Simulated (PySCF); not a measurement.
# Nuclear quadrupole coupling in `N#C/C=C\C=C=CCO`

Compound: C₇H₇NO.
Structure used (GFN2-xTB), in Å, numbered top down from 1:
```
atom  x, y, z in Å
N1     0.4683    2.0613    0.4127
C2     1.1678    1.2017    0.7199
C3     2.0331    0.1834    1.1335
C4     1.8301   -1.1222    0.8715
C5     0.7297   -1.6713    0.1175
C6    -0.0799   -0.9628   -0.6362
C7    -0.8896   -0.2748   -1.3682
C8    -2.1088    0.4491   -0.8299
O9    -2.0088    1.8297   -1.0257
H10    2.8873    0.5101    1.7112
H11    2.5338   -1.8402    1.2717
H12    0.5923   -2.7444    0.1778
H13   -0.6870   -0.1005   -2.4164
H14   -2.2442    0.2023    0.2324
H15   -2.9949    0.1260   -1.3859
H16   -1.2367    2.1616   -0.5346
```

Field gradients from the PBE0/pcSseg-1 density (PySCF, non-relativistic), principal values in atomic units, ordered |Vxx| ≤ |Vyy| ≤ |Vzz|:

```json
{"atom": "N1", "Vxx": "0.3822", "Vyy": "0.4624", "Vzz": "-0.8446"}
{"atom": "O9", "Vxx": "-0.0120", "Vyy": "-1.8454", "Vzz": "1.8575"}
```

Find the asymmetry η = (Vxx − Vyy)/Vzz and the couplings χ = eQV/h (234.96 MHz × Q in barn × V in au), with Q(14N) = 0.02044 b, Q(17O) = −0.0256 b.

```json
{"atom": "N1", "environment": "nitrile nitrogen", "nucleus": "14N", "η": "0.09", "χzz (MHz)": "-4.056", "χxx (MHz)": "1.835", "χyy (MHz)": "2.221"}
{"atom": "O9", "environment": "alcohol oxygen", "nucleus": "17O", "η": "0.99", "χzz (MHz)": "-11.17", "χxx (MHz)": "0.07", "χyy (MHz)": "11.10"}
```

At O9 η is above 0.9: Vyy and Vzz are nearly equal in size and opposite in sign, so a small change could swap them and flip the sign of χzz. 

What is Vzz at N1 in SI units (1 au = 9.71736 × 10²¹ V/m²)?

-0.8446 au = -8.207 × 10²¹ V/m².

And the gradient at the other heavy atoms, for which no coupling is worked out here?

```json
{"atom": "C2", "environment": "nitrile carbon", "Vzz (au)": "-0.426", "η": "0.09"}
{"atom": "C3", "environment": "alkene CH carbon", "Vzz (au)": "-0.182", "η": "0.14"}
{"atom": "C4", "environment": "alkene CH carbon", "Vzz (au)": "0.403", "η": "0.20"}
{"atom": "C5", "environment": "outer carbon of cumulated double bonds", "Vzz (au)": "0.120", "η": "0.59"}
{"atom": "C6", "environment": "central carbon of cumulated double bonds", "Vzz (au)": "-0.477", "η": "0.56"}
{"atom": "C7", "environment": "outer carbon of cumulated double bonds", "Vzz (au)": "0.229", "η": "0.26"}
{"atom": "C8", "environment": "carbinol carbon (C–OH)", "Vzz (au)": "0.287", "η": "0.74"}
```

What couplings would deuterons (Q(2H) = 0.00286 b) have in place of the hydrogens, at this geometry?

```csv
atom,bonded to,bond length (Å),Vzz (au),η,χzz (kHz)
H10,C3,1.082,0.3227,0.10,217
H11,C4,1.082,0.3179,0.06,214
H12,C5,1.084,0.3214,0.09,216
H13,C7,1.082,0.3261,0.05,219
H14,C8,1.099,0.2827,0.04,190
H15,C8,1.095,0.2915,0.04,196
H16,O9,0.973,0.3980,0.16,267
```

Isolated species at its GFN2-xTB geometry (one conformer only). GFN2-xTB bond lengths can be off by several hundredths of an ångström, more for odd bonds, and the gradients follow them. The small basis limits the accuracy of the gradients.

The run behind these numbers computed NMR shieldings as well. Hardware: Arm Neoverse V1, one thread, shared host. Cost: 34 s wall, 0.85 GiB resident at most.
